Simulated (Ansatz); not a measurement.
`CC#[C][GeH2][OH]` + SiH₄ → `[OH][GeH2][C]#C[SiH3]` + CH₄  (formal exchange of groups at a C–C bond)

Computed with Ansatz on PBE0-D4/def2-TZVP structures; ΔE is electronic, products minus reactants. CBS: MP2 limit from def2 TZ/QZ plus the TZ coupled-cluster correction, frozen cores. This one scheme is used for every species. DFT in def2-TZVPP. B3LYP here is the variant with VWN-RPA as its local correlation; programs differ in this. For Ge outer-core shells are correlated without core-valence functions, which leaves a few kJ/mol of doubt a bond. Scalar relativity is left out up to krypton. One conformer a species, not always the lowest.

```tsv
level	ΔE (kcal/mol)
PBE-D4	-12.1
ωB97M-V	-13.0
B2PLYP	-13.5
PBE0	-11.7
B3LYP	-12.7
CCSD/def2-TZVPP	-13.3
CCSD(T)/def2-TZVPP	-13.6
HF/CBS(def2)	-12.5
```

Problem. What does CCSD(T)/CBS give? (An estimate is asked.)

Solution. The calculation gave: -14.1 kcal/mol. The listed levels differ from it by 2.0, 1.1, 0.6, 2.4, 1.4, 0.8, 0.5, 1.6 kcal/mol.

Largest T1 diagnostic among the species: 0.012.

In def2-TZVPP, CCSD(T) changes the Hartree–Fock value by −1.1 kcal/mol (the triples alone add −0.3 kcal/mol) and MP2 by −1.8 kcal/mol.
